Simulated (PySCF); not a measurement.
C₂H₅N, SMILES C=NC (connectivity only; charge and spin as stated), charge +1, multiplicity 2. Atoms are numbered in the order given.

```xyz
8

C     -0.0478    -1.2597     0.0000
N      0.2081     0.1142     0.0000
C     -0.0664     1.3122     0.0000
H      0.3758    -1.7092    -0.9017
H      0.3758    -1.7092     0.9017
H     -1.1419    -1.4044     0.0000
H     -1.1148     1.6473     0.0000
H      0.7336     2.0614     0.0000
```
Charge +1, spin multiplicity 2.

Geometry optimised at PBE0-D3(BJ)/def2-TZVP. The multiplicity is an assumed one; other spin states were not compared.

All values below come from ωB97X/def2-TZVPD (PySCF).

Mulliken values depend strongly on the basis, most of all with diffuse functions as here. ESP charges are fitted to the potential on shells at 1.4 to 2.0 van der Waals radii. Atomic charges (e):

```json
[
 {"atom": "C1", "ESP fit": "-0.49", "meta-Löwdin": "?", "Mulliken spin": "0.05"},
 {"atom": "N2", "ESP fit": "0.29", "meta-Löwdin": "?", "Mulliken spin": "0.80"},
 {"atom": "C3", "ESP fit": "-0.13", "meta-Löwdin": "?", "Mulliken spin": "-0.05"},
 {"atom": "H4", "ESP fit": "0.26", "meta-Löwdin": "0.20", "Mulliken spin": "0.01"},
 {"atom": "H5", "ESP fit": "0.26", "meta-Löwdin": "0.20", "Mulliken spin": "0.01"},
 {"atom": "H6", "ESP fit": "0.26", "meta-Löwdin": "0.20", "Mulliken spin": "0.06"},
 {"atom": "H7", "ESP fit": "0.27", "meta-Löwdin": "0.21", "Mulliken spin": "0.07"},
 {"atom": "H8", "ESP fit": "0.27", "meta-Löwdin": "0.22", "Mulliken spin": "0.05"}
]
```

What belongs in the gaps? (An estimate is asked for; the answer gives what the named calculation found.)


- C1, meta-Löwdin: -0.23
- N2, meta-Löwdin: 0.18
- C3, meta-Löwdin: 0.03
